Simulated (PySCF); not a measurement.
**C₆ coefficients of unlike pairs at PBE0**

Calculated with PySCF 2.14 from the dipole response of each species, C₆(A,B) = (3/π) ∫ α_A(iu) α_B(iu) du, in atomic units, from isotropic polarisabilities. For ions this is the dispersion term alone; charge-induced terms of lower order in 1/R come first.

```
species           configuration                                                                 basis      relativity  α (bohr³)  C₆ (like pair)
     Te  [Kr] 4d10 5s2 5p4 (3P)                                 aug-cc-pVDZ-PP with ECP28MDF (5s4p3d)  core potential      37.94           409.7
    O³⁺       [He] 2s2 2p1 (2P)                                            aug-cc-pCVTZ-DK (7s6p4d2f)   spin-free X2C      1.353           1.264
    Mo⁺           [Kr] 4d5 (6S)  def2-QZVPPD with the def2 core potential (28 electrons) (7s5p4d3f2g)  core potential      19.38           123.2
    Ga⁺      [Ar] 3d10 4s2 (1S)                             aug-cc-pVQZ-PP with ECP10MDF (7s6p5d3f2g)  core potential      18.45           92.95
```

Estimate C₆ for O³⁺ with Te.

The integral gives 20.62. The combination rule 2 C_A C_B / (C_A α_B/α_A + C_B α_A/α_B) gives 20.69 and the geometric mean 22.76.

No spin-orbit coupling is included.

The other pairs:

| pair | C₆ |
| --- | --- |
| Ga⁺, O³⁺ | 9.891 |
| Ga⁺, Te | 194.9 |
| Ga⁺, Mo⁺ | 105.2 |
| Mo⁺, Te | 220.0 |
| Mo⁺, O³⁺ | 12.10 |
